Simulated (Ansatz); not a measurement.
Start from `O[Si]1([O][AlH2])CN1` and change one atom or group to get `O[Si]1(Cl)CN1`.

Ansatz, PBE0-D4/def2-TZVP geometries, multiplicity 1. Each molecule was computed in one conformer, which needn't be the lowest.

```tsv
property	`O[Si]1([O][AlH2])CN1`
HOMO energy (PBE/def2-TZVPP) / eV	-5.28
LUMO energy (ωB97M-V/def2-TZVPP) / eV	0.39
HOMO energy (PBE0/def2-TZVPP) / eV	-6.62
HOMO–LUMO gap (PBE0/def2-TZVPP) / eV	5.42
size of the dipole moment (B3LYP/def2-TZVPP) / D	1.20
HOMO energy (ωB97M-V/def2-TZVPP) / eV	-8.94
```

**Question.** What does the change do to each property? (Estimate.)

**Answer.** Computed: 
| property | `O[Si]1(Cl)CN1` | shift |
| --- | --- | --- |
| HOMO energy (PBE/def2-TZVPP) / eV | -5.74 | -0.46 |
| LUMO energy (ωB97M-V/def2-TZVPP) / eV | 1.93 | 1.54 |
| HOMO energy (PBE0/def2-TZVPP) / eV | -7.10 | -0.48 |
| HOMO–LUMO gap (PBE0/def2-TZVPP) / eV | 7.34 | 1.92 |
| size of the dipole moment (B3LYP/def2-TZVPP) / D | 0.83 | -0.37 |
| HOMO energy (ωB97M-V/def2-TZVPP) / eV | -9.40 | -0.46 |

With PBE0 the HOMO falls by 0.48 eV and the LUMO rises by 1.44 eV, so the gap widens by about 1.92 eV. PBE moves the HOMO by -0.46 eV and ωB97M-V by -0.46 eV. Dipoles are sizes alone; their direction can turn.

B3LYP here is the variant with VWN-RPA as its local correlation; programs differ in this.
